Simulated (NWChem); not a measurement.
System: SiNH4, doublet; SMILES [NH][SiH3]

Output (shortened):

```
             Northwest Computational Chemistry Package (NWChem) 7.3.0
             --------------------------------------------------------

                             Geometry "geometry" -> ""
                             -------------------------

 Output coordinates in angstroms (scale by  1.889725989 to convert to a.u.)

  No.       Tag          Charge          X              Y              Z
 ---- ---------------- ---------- -------------- -------------- --------------
    1 N                    7.0000     0.08462700    -1.24153500     0.22529300
    2 Si                  14.0000    -0.01590900     0.51193400     0.04162900
    3 H                    1.0000     0.66711100    -1.65425100    -0.51633300
    4 H                    1.0000    -0.85415600     1.08413300     1.12996800
    5 H                    1.0000    -0.62491400     0.85653800    -1.28500700
    6 H                    1.0000     1.35403900     1.11960300     0.10075400

 Effective nuclear repulsion energy (a.u.)      56.3050116319

  pbe96 is a nonlocal functional; adding pw91lda local functional.
                              NWChem Property Module
                              ----------------------

  itol2e modified to match energy
  convergence criterion.

                                 NWChem DFT Module
                                 -----------------

 Summary of "ao basis" -> "ao basis" (spherical)
 ------------------------------------------------------------------------------
       Tag                 Description            Shells   Functions and Types
 ---------------- ------------------------------  ------  ---------------------
 N                          def2-svp                 6       14   3s2p1d
 Si                         def2-svp                 8       18   4s3p1d
 H                          def2-svp                 3        5   2s1p

  itol2e modified to match energy
  convergence criterion.

            General Information
            -------------------
          SCF calculation type: DFT
          Wavefunction type:  spin polarized.
          No. of atoms     :     6
          No. of electrons :    25
           Alpha electrons :    13
            Beta electrons :    12
          Charge           :     0
          Spin multiplicity:     2
          Use of symmetry is: off; symmetry adaption is: off
          Maximum number of iterations: 150
          AO basis - number of functions:    52
                     number of shells:    26
          Convergence on energy requested:  1.00D-07
          Convergence on density requested:  1.00D-05
          Convergence on gradient requested:  5.00D-04

              XC Information
              --------------
          PerdewBurkeErnzerhof Exchange Functional  1.000
            Perdew 1991 LDA Correlation Functional  1.000 local
           PerdewBurkeErnz. Correlation Functional  1.000 non-local

             Grid Information
             ----------------
          Grid used for XC integration:  fine
          Radial quadrature: Mura-Knowles
          Angular quadrature: Lebedev.
          Tag              B.-S. Rad. Rad. Pts. Rad. Cut. Ang. Pts.
          ---              ---------- --------- --------- ---------
          N                   0.65       70           8.0       590
          Si                  1.10      123           8.0       770
          H                   0.35       60          10.0       590
          Grid pruning is: on
          Number of quadrature shells:   433
          Spatial weights used:  Erf1

      Superposition of Atomic Density Guess
      -------------------------------------

 Sum of atomic energies:        -344.97984196

      Non-variational initial energy
      ------------------------------

 Total energy =    -345.396582
 1-e energy   =    -587.749810
 2-e energy   =     186.048216
 HOMO         =      -0.283654
 LUMO         =       0.074959

   convergence    iter        energy       DeltaE   RMS-Dens  Diis-err
 ---------------- ----- ----------------- --------- --------- ---------
 d= 0,ls=0.0,diis     1   -346.1787311222 -4.02D+02  8.67D-03  5.82D-02
                                                     9.64D-03  6.20D-02
 d= 0,ls=0.0,diis     2   -346.1591478618  1.96D-02  7.10D-03  1.02D-01
                                                     6.70D-03  7.74D-02
 d= 0,ls=0.0,diis     3   -346.2066143188 -4.75D-02  1.65D-03  1.55D-02
                                                     1.76D-03  1.51D-02
 d= 0,ls=0.0,diis     4   -346.2142371817 -7.62D-03  4.69D-04  4.58D-04
                                                     4.49D-04  3.16D-04
 d= 0,ls=0.0,diis     5   -346.2144694893 -2.32D-04  1.22D-04  2.41D-05
                                                     1.30D-04  2.60D-05
  Resetting Diis
 d= 0,ls=0.0,diis     6   -346.2144864804 -1.70D-05  3.61D-05  2.19D-06
                                                     2.90D-05  1.40D-06
 d= 0,ls=0.0,diis     7   -346.2144878112 -1.33D-06  1.03D-05  8.90D-08
                                                     1.36D-05  9.40D-08
 d= 0,ls=0.0,diis     8   -346.2144878382 -2.70D-08  6.77D-06  9.00D-08
                                                     6.49D-06  6.79D-08

         Total DFT energy =     -346.214487838198
      One electron energy =     -589.375681776255
           Coulomb energy =      215.866897125097
    Exchange-Corr. energy =      -29.010714818981
 Nuclear repulsion energy =       56.305011631941

 Numeric. integr. density =       25.000000250149

                    DFT Final Alpha Molecular Orbital Analysis
                    ------------------------------------------

 Vector   11  Occ=1.000000D+00  E=-3.142560D-01
              MO Center= -3.6D-01,  6.0D-01,  5.3D-01, r^2= 2.3D+00
   Bfn.  Coefficient  Atom+Function         Bfn.  Coefficient  Atom+Function
  ----- ------------  ---------------      ----- ------------  ---------------
    38      0.383763  4 H  s                 24      0.213892  2 Si pz
     5      0.205284  1 N  py                39      0.179572  4 H  s
    27      0.172753  2 Si pz                22     -0.169430  2 Si px
    25     -0.135616  2 Si px                48     -0.127780  6 H  s
    23      0.125745  2 Si py                21     -0.122512  2 Si pz

 Vector   12  Occ=1.000000D+00  E=-2.567562D-01
              MO Center=  1.5D-01, -6.2D-01,  1.4D-02, r^2= 2.2D+00
   Bfn.  Coefficient  Atom+Function         Bfn.  Coefficient  Atom+Function
  ----- ------------  ---------------      ----- ------------  ---------------
     4      0.448753  1 N  px                 7     -0.336503  1 N  px
     6      0.320222  1 N  pz                 9     -0.240019  1 N  pz
    43     -0.203197  5 H  s                 48      0.200662  6 H  s
    44     -0.182841  5 H  s                 49      0.180967  6 H  s
    22      0.081877  2 Si px                28      0.071175  2 Si d -2

 Vector   13  Occ=1.000000D+00  E=-2.474792D-01
              MO Center=  3.8D-02, -9.1D-01,  2.3D-01, r^2= 2.0D+00
   Bfn.  Coefficient  Atom+Function         Bfn.  Coefficient  Atom+Function
  ----- ------------  ---------------      ----- ------------  ---------------
     5      0.332861  1 N  py                 6     -0.332502  1 N  pz
     3      0.281807  1 N  s                  8     -0.241213  1 N  py
     9      0.227933  1 N  pz                 4      0.194030  1 N  px
     2      0.185431  1 N  s                 39     -0.158150  4 H  s
    23      0.147125  2 Si py                 7     -0.131363  1 N  px

 Vector   14  Occ=0.000000D+00  E=-4.363535D-03
              MO Center=  1.4D-01,  1.8D-01, -1.2D-01, r^2= 4.0D+00
   Bfn.  Coefficient  Atom+Function         Bfn.  Coefficient  Atom+Function
  ----- ------------  ---------------      ----- ------------  ---------------
    26      1.104594  2 Si py                 3      0.964812  1 N  s
    34     -0.509264  3 H  s                 44     -0.293709  5 H  s
    49     -0.291420  6 H  s                 39     -0.241516  4 H  s
     8      0.228738  1 N  py                23      0.210074  2 Si py
     9     -0.178931  1 N  pz                 2      0.173813  1 N  s

 Vector   15  Occ=0.000000D+00  E= 4.461327D-02
              MO Center=  8.2D-02,  5.4D-01, -9.6D-02, r^2= 3.6D+00
   Bfn.  Coefficient  Atom+Function         Bfn.  Coefficient  Atom+Function
  ----- ------------  ---------------      ----- ------------  ---------------
    27      1.271380  2 Si pz                39     -1.196759  4 H  s
    25     -0.861807  2 Si px                44      0.721110  5 H  s
    49      0.676183  6 H  s                 24      0.219380  2 Si pz
    18     -0.194386  2 Si s                  9     -0.193175  1 N  pz
    38     -0.184579  4 H  s                 31     -0.157920  2 Si d  1

 Vector   16  Occ=0.000000D+00  E= 4.688197D-02
              MO Center= -8.5D-02,  5.5D-01,  1.3D-01, r^2= 3.6D+00
   Bfn.  Coefficient  Atom+Function         Bfn.  Coefficient  Atom+Function
  ----- ------------  ---------------      ----- ------------  ---------------
    25      1.236999  2 Si px                49     -1.082563  6 H  s
    44      1.053706  5 H  s                 27      0.825741  2 Si pz
    22      0.232987  2 Si px                 7     -0.225067  1 N  px
    48     -0.161531  6 H  s                  4      0.157987  1 N  px
     9     -0.157889  1 N  pz                26      0.156948  2 Si py

                     DFT Final Beta Molecular Orbital Analysis
                     -----------------------------------------

[...]

          -----------------------
          Electric field gradient
          -----------------------

 1 a.u. = 0.324123 10**(16) esu/cm**3  ( or statvolts/cm**2 ) = 0.97174 10**(22) v/m**2

 ------------------------------------------------------------
   Atom      X         Y         Z
 ------------------------------------------------------------
    1 N    0.15992  -2.34616   0.42574
 ------------------------------------------------------------

 Electric field gradient in molecular frame (a.u.)
         XX             YY             ZZ             XY             XZ             YZ
 ------------------------------------------------------------------------------------------
       -0.410585       0.356335       0.054251       0.169611      -0.524484      -0.443351

 Principal components (a.u.) and orientation
 of principal axis w.r.t. absolute frame                      Asymmetry parameter eta
 --------------------------------------------------------------------------------------
        0.843439      -0.762481      -0.080958                       0.808028

       -0.355731       0.809509      -0.467066
       -0.693799       0.106101       0.712310
        0.626177       0.577441       0.523893

 ------------------------------------------------------------
   Atom      X         Y         Z
 ------------------------------------------------------------
    2 Si  -0.03006   0.96741   0.07867
 ------------------------------------------------------------

 Electric field gradient in molecular frame (a.u.)
         XX             YY             ZZ             XY             XZ             YZ
 ------------------------------------------------------------------------------------------
        0.071318      -0.137015       0.065698      -0.041355      -0.024474       0.094624

 Principal components (a.u.) and orientation
 of principal axis w.r.t. absolute frame                      Asymmetry parameter eta
 --------------------------------------------------------------------------------------
       -0.177885       0.129174       0.048711                       0.452333

        0.119961      -0.566998       0.814937
        0.929414       0.352702       0.108583
       -0.348996       0.744388       0.569287

 ------------------------------------------------------------
   Atom      X         Y         Z
 ------------------------------------------------------------
    3 H    1.26066  -3.12608  -0.97573
 ------------------------------------------------------------

 Electric field gradient in molecular frame (a.u.)
         XX             YY             ZZ             XY             XZ             YZ
 ------------------------------------------------------------------------------------------
       -0.003107       0.104023      -0.100916       0.131548       0.212592      -0.173269

 Principal components (a.u.) and orientation
 of principal axis w.r.t. absolute frame                      Asymmetry parameter eta
 --------------------------------------------------------------------------------------
       -0.369962       0.204361       0.165601                       0.104766

       -0.563019       0.165366       0.809731
        0.417077       0.902710       0.105646
        0.713482      -0.397201       0.577213

 ------------------------------------------------------------
   Atom      X         Y         Z
 ------------------------------------------------------------
    4 H   -1.61412   2.04871   2.13533
 ------------------------------------------------------------

 Electric field gradient in molecular frame (a.u.)
         XX             YY             ZZ             XY             XZ             YZ
 ------------------------------------------------------------------------------------------
        0.004574       0.039069      -0.043643       0.048982       0.091685      -0.063087

 Principal components (a.u.) and orientation
 of principal axis w.r.t. absolute frame                      Asymmetry parameter eta
 --------------------------------------------------------------------------------------
       -0.148369       0.075295       0.073074                       0.014968

       -0.562114       0.813498       0.149165
        0.392006       0.103249       0.914151
        0.728258       0.572330      -0.376933

 ------------------------------------------------------------
   Atom      X         Y         Z
 ------------------------------------------------------------
    5 H   -1.18092   1.61862  -2.42831
 ------------------------------------------------------------

 Electric field gradient in molecular frame (a.u.)
         XX             YY             ZZ             XY             XZ             YZ
 ------------------------------------------------------------------------------------------
        0.037766       0.059637      -0.097403       0.019750      -0.076877       0.042323

 Principal components (a.u.) and orientation
 of principal axis w.r.t. absolute frame                      Asymmetry parameter eta
 --------------------------------------------------------------------------------------
       -0.142946       0.072670       0.070275                       0.016755

        0.402145       0.907692      -0.119897
       -0.224639       0.224768       0.948165
        0.887590      -0.354366       0.294292

 ------------------------------------------------------------
   Atom      X         Y         Z
 ------------------------------------------------------------
    6 H    2.55876   2.11574   0.19040
 ------------------------------------------------------------

 Electric field gradient in molecular frame (a.u.)
         XX             YY             ZZ             XY             XZ             YZ
 ------------------------------------------------------------------------------------------
       -0.108564       0.036189       0.072375      -0.078072      -0.006883      -0.003269

 Principal components (a.u.) and orientation
 of principal axis w.r.t. absolute frame                      Asymmetry parameter eta
 --------------------------------------------------------------------------------------
       -0.142916       0.072669       0.070248                       0.016940

        0.915885       0.007921      -0.401362
        0.399880      -0.106055       0.910411
        0.035355       0.994329       0.100302
```

Level: PBE/def2-SVP, spin-unrestricted. Coordinates come from a PBE0/def2-SVP, spin-unrestricted optimisation. No stability test was run on the SCF state. NWChem prints the field gradient with the sign opposite to the second derivative of the potential.

Which NWChem input produces such a log?

One answer among several that fit: the input that was run:
```
start job
memory heap 200 mb stack 700 mb global 900 mb
geometry units angstroms noautosym nocenter noautoz
  N      0.084627    -1.241535     0.225293
  Si    -0.015909     0.511934     0.041629
  H      0.667111    -1.654251    -0.516333
  H     -0.854156     1.084133     1.129968
  H     -0.624914     0.856538    -1.285007
  H      1.354039     1.119603     0.100754
end
basis spherical
  * library def2-svp
end
dft
  odft
  mult 2
  xc xpbe96 cpbe96
  iterations 150
end
property
  efieldgrad
end
task dft property
```
